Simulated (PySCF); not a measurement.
AlF2, SMILES [F][Al][F], multiplicity 2. Geometry: B3LYP-D3(BJ)/def2-TZVP. The multiplicity is an assumed one; other spin states were not compared. The isomer is the one that the SMILES or the coordinates give; other isomers of the formula were not compared.

Computed with B3LYP-D3(BJ)/def2-TZVP run with PySCF 2.14.0.

Harmonic wavenumbers (cm⁻¹): 230, 743, 890. Rotational constants (GHz): 46.73, 6.497, 5.704; symmetry number 2.

Problem. Work out the zero-point energy and the ideal-gas rigid-rotor harmonic-oscillator thermochemistry at 298.15 K and 1 atm.

Solution. ZPE = ½ Σ hcν = ½ × 1863 cm⁻¹ = 11.14 kJ/mol. H − E(el) = 22.81 kJ/mol. Entropy in J/(mol K): translation 160.80, rotation 89.40, vibration 9.56, spin 5.76, total 265.53. G − E(el) = -56.36 kJ/mol. Cp = 46.06 J/(mol K).
